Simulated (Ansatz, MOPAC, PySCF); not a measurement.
System: P2H3, net charge 0, doublet state. SMILES: [PH]P
Structure (B3LYP-D3(BJ)/def2-TZVP (Ansatz, an electronic-structure program) minimum search):
```
P
H 1 1.4160
H 1 1.4187 2 95.53
P 1 2.1895 2 97.11 3 100.93
H 4 1.4237 1 92.01 2 -157.85
```
Charge 0, spin multiplicity 2.

Wanted: vertical electron affinity to the singlet, in eV. Terms: UHF or UKS for open shells; each state is the SCF solution reached for its charge and spin; valence correlation only; no spin-orbit coupling; no dispersion term unless named; six Cartesian d functions in 6-31G* and its kin unless marked 5d; non-relativistic. Basis-set limits of correlation are two-point, X^-3; Hartree-Fock from the larger set. The bracket is a focal-point correction in the basis named. First-principles rows: single points at B3LYP-D3(BJ) geometries (Ansatz). Semi-empirical rows: differences of heats of formation at the shared geometry for vertical values. Anions need diffuse functions, which STO-3G, LANL2DZ, def2-SVP, cc-pVDZ and Pople sets without + lack.

```json
[
 {"species": "charge -1, singlet", "coefficient": "-1", "E at M06-2X/6-31G* (5d) (PySCF), Eh": "-684.39942", "E at wB97M-V/def2-TZVPD (Ansatz), Eh": "-684.47851", "heat of formation at PM6 (MOPAC), kcal/mol": "-0.15"},
 {"species": "charge 0, doublet", "coefficient": "+1", "E at M06-2X/6-31G* (5d) (PySCF), Eh": "-684.36373", "E at wB97M-V/def2-TZVPD (Ansatz), Eh": "-684.43318", "heat of formation at PM6 (MOPAC), kcal/mol": "25.54"}
]
```

Coupled cluster (Ansatz) is a level with limits of its own, used here on species with T1 under 0.025 (0.045 for open shells) and stable references: RI-MP2/CBS(aug-cc-pV(T+d)Z,aug-cc-pV(Q+d)Z)+[CCSD(T)-MP2]/aug-cc-pV(T+d)Z. Value to compare with, RI-MP2/CBS(aug-cc-pV(T+d)Z,aug-cc-pV(Q+d)Z)+[CCSD(T)-MP2]/aug-cc-pV(T+d)Z (Ansatz): 1.41 eV. 1 Eh = 27.2114 eV and 1 eV = 23.0605 kcal/mol.

Task: Work the quantity out at each level, and compare with RI-MP2/CBS(aug-cc-pV(T+d)Z,aug-cc-pV(Q+d)Z)+[CCSD(T)-MP2]/aug-cc-pV(T+d)Z (Ansatz).

Result: 
- M06-2X/6-31G* (5d): the sum of coefficient times E is 0.03569 Eh, or 0.971 eV. Result: 0.97 eV. Its difference against RI-MP2/CBS(aug-cc-pV(T+d)Z,aug-cc-pV(Q+d)Z)+[CCSD(T)-MP2]/aug-cc-pV(T+d)Z (Ansatz) is -0.44 eV.
- wB97M-V/def2-TZVPD: the sum of coefficient times E is 0.04533 Eh, or 1.233 eV. Result: 1.23 eV. Its difference against RI-MP2/CBS(aug-cc-pV(T+d)Z,aug-cc-pV(Q+d)Z)+[CCSD(T)-MP2]/aug-cc-pV(T+d)Z (Ansatz) is -0.18 eV.
- PM6: the sum of coefficient times heat of formation is 25.69 kcal/mol, or 1.11 eV. Its difference against RI-MP2/CBS(aug-cc-pV(T+d)Z,aug-cc-pV(Q+d)Z)+[CCSD(T)-MP2]/aug-cc-pV(T+d)Z (Ansatz) is -0.30 eV.
